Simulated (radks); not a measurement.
Q: These are the eigenvalues of the occupied orbitals of an atom or ion with whole-number occupations (eV). Calculated with a radial shooting solver on a logarithmic mesh with Libxc functionals: scalar-relativistic Kohn-Sham, SCAN, spin-polarised, spherical densities, finite nucleus; meta-GGA in the generalised Kohn-Sham scheme; Fermi nuclear charge, rms radius of each element as measured or else 0.836 A^(1/3) + 0.57 fm.

orbital  eigenvalue
1s down   -73956.62
1s up     -73956.62
2s up     -12921.55
2s down   -12921.38
2p up     -11251.16
2p down   -11251.00
3s up     -3032.034
3s down   -3031.976
3p up     -2538.559
3p down   -2538.482
3d up     -1986.078
3d down   -1985.924
4s up     -659.1306
4s down   -658.8111
4p up     -496.5178
4p down   -496.2187
4d up     -293.8745
4d down   -293.5305
5s up     -111.5004
5s down   -108.6884
5p up      -70.5378
4f up      -69.7203
4f down    -69.2168
5p down    -67.1710
5d up      -24.2886
5d down    -20.8717

Which element is it, and in what charge state? The configuration may be excited. Open shells, if any, are filled with parallel spins first.

A: Z = 76, osmium, charge +2: Os2+ in [Xe] 4f14 5d6. The list shows which subshells hold electrons but not how many an open one holds; the 1s level, -2717.9 hartree, gives Z - s = 73.7 by -(Z - s)^2/2, which with screening and relativity narrows Z to a few neighbours, and the depths of the outer levels then fix element, charge and occupations together.
